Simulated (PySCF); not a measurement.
What does the PBE0-D3(BJ)/def2-SVP structure of InChI=1S/C5H9B/c1-4-6-5(2)3/h4,6H,1-2H2,3H3 look like in three dimensions?

```
atom  x, y, z in Å
C1     2.8464    0.0407   -0.6848
C2     1.6116   -0.3042   -0.2772
B3     0.3524    0.3601   -0.8864
C4    -1.1032    0.0065   -0.4665
C5    -2.1063    0.6665   -1.0807
C6    -1.3844   -1.0313    0.5852
H7     2.9897    0.8032   -1.4589
H8     3.7570   -0.4117   -0.2749
H9     1.5327   -1.0745    0.5015
H10    0.5153    1.2066   -1.7425
H11   -1.8957    1.4205   -1.8451
H12   -3.1629    0.4823   -0.8470
H13   -2.4617   -1.1636    0.7678
H14   -0.9664   -2.0100    0.2972
H15   -0.9084   -0.7634    1.5429
```

Orientation and origin are arbitrary. Atoms count from 1 in this order. The 6 heavy atoms lie in one plane (0.001 Å rms). Of the pairs four or more bonds apart, H12···H13 is among the closest relative to their van der Waals radii: 2.41 Å, 100 % of the sum of Bondi's values. B3 (three-coordinate boron) is planar (angles 123.9°, 118.3° and 117.8°, sum 360.0°, 0.00 Å off the plane of its three neighbours). The C–C distances run from 1.345 Å (C1=C2, drawn double) to 1.504 Å (C4–C6, drawn single), a spread of 0.159 Å.

Bonds between heavy atoms (Å): C1=C2 1.345, C2–B3 1.548, B3–C4 1.556, C4=C5 1.349, C4–C6 1.504.

Computed, not measured: PBE0-D3(BJ)/def2-SVP geometry optimisation, gas phase (PySCF 2.14.0).

Point group: Cs (tolerance 0.08 Å). Whether it is a minimum is left open (no frequencies). The numbers are those of one conformer (C1–C2–B3–C4 180°, C2–B3–C4–C5 180°).
